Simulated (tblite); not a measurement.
Compound: C₈H₁₀BP.
SMILES with atom numbers: `[BH3-:1][P@H+:2]1[CH:3]=[C:4]1[c:5]1[cH:6][cH:7][cH:8][cH:9][cH:10]1` (hydrogens: H11, H12, H13 on B1; H14 on P2; H15 on C3; H16 on C6; H17 on C7; H18 on C8; H19 on C9; H20 on C10)

Cartesian coordinates in Å at the GFN2-xTB level; atoms count from 1:
```
atom  x, y, z in Å
B1     3.556   -0.609    0.631
P2     2.421    0.622   -0.366
C3     1.491    0.227   -1.872
C4     0.688    0.303   -0.816
C5    -0.634    0.153   -0.297
C6    -0.870    0.375    1.061
C7    -2.143    0.233    1.578
C8    -3.191   -0.131    0.746
C9    -2.964   -0.356   -0.603
C10   -1.694   -0.217   -1.128
H11    3.058   -1.659    0.375
H12    3.451   -0.276    1.767
H13    4.651   -0.462    0.195
H14    2.492    2.032   -0.411
H15    1.522   -0.009   -2.913
H16   -0.040    0.655    1.695
H17   -2.321    0.405    2.629
H18   -4.186   -0.242    1.150
H19   -3.782   -0.643   -1.247
H20   -1.510   -0.391   -2.178
```

Method: GFN2-xTB as coded in tblite; computed harmonic values from a numerical Hessian at the method's own geometry, unscaled. This tight-binding method is rough: wavenumbers can miss measured ones by several per cent, in bad cases by 10 to 20. Modes of hydrogen on boron and phosphorus can be 10 to 20 % off. One conformer, not necessarily the lowest.

Harmonic wavenumbers (cm⁻¹): 36.2, 46.2, 101.0, 116.0, 133.4, 145.2, 310.6, 319.9, 368.0, 444.8, 463.3, 501.9, 586.8, 626.4, 648.8, 655.1, 659.5, 736.0, 756.5, 761.2, 775.9, 870.7, 872.9, 901.4, 910.2, 927.5, 933.0, 938.2, 992.4, 1066.5, 1077.2, 1116.0, 1180.4, 1182.1, 1186.1, 1208.9, 1220.7, 1272.0, 1320.7, 1428.4, 1455.7, 1572.3, 1587.5, 1713.3, 2121.2, 2445.3, 2460.4, 2475.4, 3068.8, 3079.3, 3085.4, 3093.4, 3098.2, 3153.0.

A = 2907, B = 621.3, C = 541.0 MHz; mass 148.061 u (most abundant isotopes); point group C1, symmetry number 1.

**Question.** Zero-point energy?

**Answer.** Half the sum of the wavenumbers: 32104 cm⁻¹ = 384.05 kJ/mol.

**Question.** Give the ideal-gas entropy at 200 K and 1 bar in the rigid-rotor, harmonic-oscillator model (classical rotation).

**Answer.** Translation 162.88, rotation 121.28, vibration 92.13: S = 376.3 J/(mol K).

**Question.** And Cp and H(200 K) − H(0)?

**Answer.** Cp = 126.00 J/(mol K), of which vibrations give 92.74 (their classical limit is 54 R = 449.0); H(200 K) − H(0) = 16.16 kJ/mol without the zero-point energy, 9.51 from vibrations.

**Question.** What must be added to the electronic energy to get the Gibbs energy at 200 K and 1 bar?

**Answer.** ZPE + [H(200 K) − H(0)] − T·S = 384.05 + 16.16 − 75.26 = 324.95 kJ/mol.

**Question.** Which modes carry the vibrational entropy at 200 K?

**Answer.** 36.2 cm⁻¹: 19.52; 46.2 cm⁻¹: 17.51; 101.0 cm⁻¹: 11.15; 116.0 cm⁻¹: 10.06; 133.4 cm⁻¹: 8.97; 145.2 cm⁻¹: 8.32 J/(mol K); the other 48 give 16.60 together.

**Question.** How do the functions run with temperature in this model?

**Answer.** 
| T (K) | S (J/(mol K)) | Cp (J/(mol K)) | H − H(0) (kJ/mol) | G − H(0) (kJ/mol) | ln q(vib) |
| --- | --- | --- | --- | --- | --- |
| 150 | 343.7 | 102.1 | 10.47 | -41.09 | 3.92 |
| 250 | 407.2 | 152.2 | 23.11 | -78.69 | 6.79 |
| 298.15 | 436.2 | 177.7 | 31.05 | -99.00 | 8.16 |
| 400 | 495.5 | 227.0 | 51.73 | -146.47 | 11.09 |
| 600 | 602.1 | 298.3 | 104.79 | -256.47 | 16.84 |
| 900 | 736.4 | 362.4 | 204.81 | -457.95 | 25.01 |

q(vib) and H(0) count from the zero-point level.

Hindered rotation and anharmonicity are outside this model. Other conformers, if any are populated, would add a mixing term that is left out. The structure is chiral; the term R ln 2 for an equal mix with its mirror image is left out.

The run took 0.94 s wall on one thread, AMD EPYC 9R45 (x86_64), on a shared host. The figure is for the frequency step alone.
